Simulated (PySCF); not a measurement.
The vertical singlet excitations below were computed for one of the candidates. Method: TDDFT CAM-B3LYP/def2-SVPD, vertical, gas phase, core orbitals frozen in the response in PySCF. Geometries: PBE0-D3(BJ)/def2-SVP, one conformer each. Relativistic effects are left out although some hold elements past zinc.

```tsv
state	E (eV)	λ (nm)	f
S1	4.27	290.3	0.012
S2	4.42	280.4	0.026
S3	4.70	264.0	0.015
S4	4.90	252.8	0.023
S5	5.55	223.4	0.011
S6	5.86	211.6	0.072
S7	6.04	205.4	0.017
S8	6.28	197.6	0.063
S9	6.45	192.1	0.067
S10	6.59	188.1	0.190
```

Orbital energies (eV): HOMO-3 -11.24, HOMO-2 -10.16, HOMO-1 -7.81, HOMO -7.59, LUMO -0.50, LUMO+1 0.53, LUMO+2 0.82.

Question: Which structure fits?
A. `C=Cc1cccc(F)c1F`
B. `FC(F)([C@H]1C[P@]1(=[Se])C=C)F`
C. `FC(F)(CF)C(F)(F)F`

Answer: B. Its S1, at 4.27 eV, is the lowest among the candidates; the nearest of the others has S1 at 4.95 eV. S1 is HOMO→LUMO (72%), HOMO→LUMO+1 (20%). Löwdin shares by element: HOMO selenium 71%, phosphorus 15%, carbon 11% or more; LUMO carbon 60% or more, phosphorus 10%, selenium 8% (atoms not listed hold the other 23%). At the same level the other candidates give, for their lowest levels:
- `FCC(F)(F)C(F)(F)F`: 9.45 eV (f 0.010); 9.77 eV (f 0.006); 10.15 eV (f 0.009); 10.58 eV (f 0.052); 10.59 eV (f 0.031); T1 8.95 eV; HOMO -11.92, LUMO 1.13 eV
- `C=Cc1cccc(F)c1F`: 4.95 eV (f 0.086); 5.12 eV (f 0.309); 6.32 eV (f 0.261); 6.54 eV (f 0.428); 6.79 eV (f 0.004); T1 3.18 eV; HOMO -8.15, LUMO -0.51 eV

Shape of the structure used: `[CH2:1]=[CH:2][P@@:3]1(=[Se:4])[CH2:5][C@@H:6]1[C:7]([F:8])([F:9])[F:10]`: C1–C2–P3–Se4 -128°, C5–C6–C7–F8 -39°.
Triplets come from the Tamm–Dancoff approximation.

Without π bonds the low states are Rydberg-like; a valence basis with one diffuse set may place them up to an eV too high.
